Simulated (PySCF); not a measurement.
C4H9FO3Si.
SMILES with atom numbers: `[CH3:1][O:2][Si:3]([F:4])([O:5][CH3:6])[C:7]([CH3:8])=[O:9]` (hydrogens: H10, H11, H12 on C1; H13, H14, H15 on C6; H16, H17, H18 on C8)

Geometry (GFN2-xTB, Å), atoms numbered from 1 in this order:
```
atom  x, y, z in Å
C1    -2.1756   -1.7854    0.0220
O2    -1.5909   -0.5011   -0.0086
Si3   -0.1869   -0.0184   -0.6231
F4    -0.2797   -0.1640   -2.2394
O5     0.1173    1.5081   -0.2432
C6    -0.6248    2.6718   -0.5278
C7     1.3257   -1.0435   -0.0461
C8     2.6783   -0.3963   -0.0433
O9     1.1589   -2.1968    0.2883
H10   -2.4556   -2.0947   -0.9856
H11   -3.0643   -1.7231    0.6494
H12   -1.4754   -2.5097    0.4376
H13   -1.6012    2.6253   -0.0458
H14   -0.7613    2.7781   -1.6044
H15   -0.0610    3.5207   -0.1420
H16    3.4388   -1.0762    0.3330
H17    2.9164   -0.0935   -1.0607
H18    2.6326    0.5050    0.5630
```

Mayer bond orders were computed from the PBE0/pcSseg-1 density (PySCF). Isolated species at its GFN2-xTB geometry (one conformer only).

Problem. Rank these bonds by Mayer order, highest first.
A. C7–O9
B. Si3–F4
C. Si3–C7
D. Si3–O5
E. O5–C6

Solution. A (1.93), D (1.05), B (0.93), E (0.86), C (0.80).

Problem. Set the orders of all bonds between heavy atoms beside their lengths and the difference of the Hirshfeld charges at their ends.

Solution. 
```json
{"bond": "C7–O9", "Mayer order": "1.928", "length (Å)": "1.212", "q(first) − q(second) (e)": "+0.303"}
{"bond": "O2–Si3", "Mayer order": "1.059", "length (Å)": "1.607", "q(first) − q(second) (e)": "-0.755"}
{"bond": "Si3–O5", "Mayer order": "1.050", "length (Å)": "1.602", "q(first) − q(second) (e)": "+0.749"}
{"bond": "C7–C8", "Mayer order": "0.991", "length (Å)": "1.500", "q(first) − q(second) (e)": "+0.212"}
{"bond": "Si3–F4", "Mayer order": "0.934", "length (Å)": "1.626", "q(first) − q(second) (e)": "+0.744"}
{"bond": "O5–C6", "Mayer order": "0.863", "length (Å)": "1.409", "q(first) − q(second) (e)": "-0.200"}
{"bond": "C1–O2", "Mayer order": "0.859", "length (Å)": "1.411", "q(first) − q(second) (e)": "+0.203"}
{"bond": "Si3–C7", "Mayer order": "0.800", "length (Å)": "1.916", "q(first) − q(second) (e)": "+0.439"}
```

The Mayer order sums products of elements of PS (density times overlap matrix) between the two atoms' basis functions, so it depends on the basis set.

The run behind these numbers computed NMR shieldings as well. Hardware: Arm Neoverse V1, one thread, no GPU, shared host with 32 logical CPUs at a one-minute load of 28. Cost: 41 s, 0.93 GiB resident at most.
